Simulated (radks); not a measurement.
Spherical jellium clusters: N electrons in a uniform positive sphere of charge N and radius rs N^(1/3), rs = 5.51 bohr. Calculated with a radial shooting solver with Libxc functionals: non-relativistic Kohn-Sham, LDA (Slater exchange, Perdew-Wang correlation), spin-polarised, spherical densities. Levels are named by radial order and angular momentum (1s, 1p, 1d, 2s, ...), and open shells are averaged over m.

N = 18, configuration 1s2 1p6 1d10. This is the lowest configuration that the search found. Occupied and some empty levels:

level  occupation  eigenvalue (eV)  <r> (bohr)
1s              2          -3.4703       8.717
1p              6          -3.0084       10.50
1d             10          -2.4445       11.61
2s              0          -2.2256       9.156
1f              0          -1.7809       12.51
2p              0          -1.3833       10.98

Energy (eV): total -32.3949, kinetic 17.459, external -730.00, Hartree 364.40, exchange-correlation -50.575, background 366.33. Static polarisability (adiabatic kernel): 3678 bohr^3, against R^3 = 3011 for a classical metal sphere.

Electron density:

r (bohr)  n(r) (e/bohr^3)
1.02            0.0007155
2.16            0.0007742
3.30            0.0008835
4.43             0.001047
5.57             0.001257
6.71             0.001488
7.85             0.001697
8.98             0.001823
10.1             0.001794
11.3             0.001567
12.4             0.001177
13.5            0.0007447
14.7            0.0003932
15.8            0.0001802
16.9           0.00007498
18.1           0.00002915
19.2           0.00001092
20.4            3.924e-06
21.5            1.380e-06
22.6            4.800e-07
